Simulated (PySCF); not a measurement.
H₆FGaGe₂, SMILES [Ga]([GeH3])([GeH3])[F], PBE0/def2-SVP optimised geometry.

```
10

Ga    -0.09    -0.74     0.00
F     -0.77    -2.37     0.00
Ge    -1.83     0.99     0.00
H     -2.48     1.06    -1.39
H     -2.92     0.67     1.03
H     -1.24     2.37     0.32
Ge     2.36    -0.74     0.00
H      2.87    -0.62     1.45
H      2.92    -2.04    -0.61
H      2.91     0.46    -0.79
```

Density from PBE0/def2-TZVP (PySCF) at that geometry.

Minimum of the electron density along straight lines between bonded atoms, close to the bond critical point (lines longer than 1.1 times the sum of covalent radii, or with two minima, are not listed):

```tsv
bond	length / Å	ρ at the minimum / e bohr⁻³	∇²ρ there / e bohr⁻⁵	position (fraction from the first atom)
Ga1–F2	1.770	0.126	[?]	0.49
Ga1–Ge3	2.449	0.077	-0.05	0.47
Ge3–H4	1.542	0.131	0.06	0.59
Ge3–H5	1.540	0.131	0.05	0.59
Ge3–H6	1.541	0.131	0.06	0.59
Ga1–Ge7	2.448	0.077	-0.05	0.47
Ge7–H8	1.543	0.130	0.06	0.59
Ge7–H9	1.539	0.132	0.05	0.59
Ge7–H10	1.542	0.131	0.06	0.59
```

Task: What belongs in the gaps?

Result: 
- Ga1–F2, ∇²ρ there / e bohr⁻⁵: 0.81
